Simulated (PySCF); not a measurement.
## `CC(C)(C)c1cpco1`, C$_{7}$H$_{11}$OP

Molfile (atoms numbered from 1):
```
C7H11OP
     RDKit          3D

 20 20  0  0  0  0  0  0  0  0999 V2000
   -1.4162    0.9662   -0.7719 C   0  0  0  0  0  0  0  0  0  0  0  0
   -0.6068   -0.1092   -0.0481 C   0  0  0  0  0  0  0  0  0  0  0  0
   -1.1280   -0.2708    1.3857 C   0  0  0  0  0  0  0  0  0  0  0  0
   -0.7311   -1.4427   -0.7974 C   0  0  0  0  0  0  0  0  0  0  0  0
    0.8524    0.2651    0.0136 C   0  0  0  0  0  0  0  0  0  0  0  0
    1.5009    1.3462   -0.4967 C   0  0  0  0  0  0  0  0  0  0  0  0
    3.2305    1.2879   -0.1441 P   0  0  0  0  0  0  0  0  0  0  0  0
    2.9247   -0.1861    0.6584 C   0  0  0  0  0  0  0  0  0  0  0  0
    1.6516   -0.5947    0.6620 O   0  0  0  0  0  0  0  0  0  0  0  0
   -1.0687    1.0888   -1.7949 H   0  0  0  0  0  0  0  0  0  0  0  0
   -1.3354    1.9208   -0.2574 H   0  0  0  0  0  0  0  0  0  0  0  0
   -2.4648    0.6786   -0.7989 H   0  0  0  0  0  0  0  0  0  0  0  0
   -2.1735   -0.5696    1.3722 H   0  0  0  0  0  0  0  0  0  0  0  0
   -0.5557   -1.0289    1.9145 H   0  0  0  0  0  0  0  0  0  0  0  0
   -1.0430    0.6688    1.9278 H   0  0  0  0  0  0  0  0  0  0  0  0
   -0.3557   -1.3433   -1.8138 H   0  0  0  0  0  0  0  0  0  0  0  0
   -1.7729   -1.7509   -0.8409 H   0  0  0  0  0  0  0  0  0  0  0  0
   -0.1598   -2.2170   -0.2915 H   0  0  0  0  0  0  0  0  0  0  0  0
    1.0297    2.1380   -1.0463 H   0  0  0  0  0  0  0  0  0  0  0  0
    3.6167   -0.8365    1.1646 H   0  0  0  0  0  0  0  0  0  0  0  0
  1  2  1  0
  2  3  1  0
  2  4  1  0
  2  5  1  0
  5  6  2  0
  6  7  1  0
  7  8  2  0
  8  9  1  0
  9  5  1  0
  1 10  1  0
  1 11  1  0
  1 12  1  0
  3 13  1  0
  3 14  1  0
  3 15  1  0
  4 16  1  0
  4 17  1  0
  4 18  1  0
  6 19  1  0
  8 20  1  0
M  END
```

The calculation used GIAO B3LYP/pcSseg-1 magnetisability, rotational g tensor and spin-rotation constants, non-relativistic, gas phase in PySCF 2.14.0. Geometry: GFN2-xTB.

(1) Give the nuclear spin-rotation constants along the inertial axes (H = +C I·J) beside the isotropic shieldings.

## Answers

(1) Rotational constants 2.8680, 0.9372, 0.8353 GHz. A star marks the isotopologue with that one atom substituted, in its own axes.
```tsv
atom	isotope	Caa (kHz)	Cbb (kHz)	Ccc (kHz)	mean (kHz)	σ (ppm)
P7	31P	6.998	2.076	1.055	3.376	162.0
H10	1H	-0.285	-0.067	-0.019	-0.124	30.3
H11	1H	-0.284	-0.075	-0.013	-0.124	30.3
H12	1H	0.095	-0.108	-0.100	-0.038	30.7
H13	1H	0.099	-0.115	-0.095	-0.037	30.7
H14	1H	-0.270	0.016	-0.090	-0.115	29.9
H15	1H	-0.285	-0.088	-0.006	-0.127	30.7
H16	1H	-0.282	-0.082	-0.013	-0.126	30.8
H17	1H	0.100	-0.115	-0.094	-0.036	30.7
H18	1H	-0.273	0.015	-0.090	-0.116	30.0
H19	1H	-0.281	0.101	-0.097	-0.092	25.0
H20	1H	-0.107	0.064	-0.087	-0.043	23.0
C1	13C*	0.514	0.131	0.153	0.266	151.6
C2	13C*	0.500	0.180	0.149	0.276	142.7
C5	13C*	1.348	0.443	0.205	0.665	2.2
C6	13C*	0.938	0.443	0.111	0.497	58.6
C8	13C*	1.685	0.384	0.190	0.753	-7.4
O9	17O*	-1.394	-0.406	-0.095	-0.632	-23.8
```
For the geometry as given, no vibrational averaging.
